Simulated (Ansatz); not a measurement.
The geometry has C3 symmetry (within 0.05 Å) and had no frequency check at the DFT level, so a distortion to lower symmetry isn't ruled out.

B3LYP has the VWN-RPA correlation part, as in Gaussian. 

Cartesian coordinates (Å):
```xyz
11

O     -1.1335    -1.2897    -0.9049
Ge    -0.3982     0.0653    -0.0402
O     -0.6556     1.5571    -0.9530
O     -1.1320     0.2139     1.5610
C      1.5608    -0.2596     0.1597
F      2.1473     0.7352     0.8462
F      1.7952    -1.4075     0.8170
F      2.1609    -0.3419    -1.0394
H     -1.4926    -1.0218    -1.7627
H     -1.0826     2.2418    -0.4190
H     -1.7697    -0.4926     1.7355
```
Charge 0, multiplicity 1.

Problem. What is the computed HOMO–LUMO gap, total energy and dipole moment (B3LYP-D3(BJ)/def2-TZVP // B3LYP-D3(BJ)/def2-SVP (Ansatz, a first-principles code))?

Solution. 
```
Property              Result
-------------  -------------
HOMO–LUMO gap        8.08 eV
total energy   -2642.5131 Ha
dipole moment         2.78 D
```
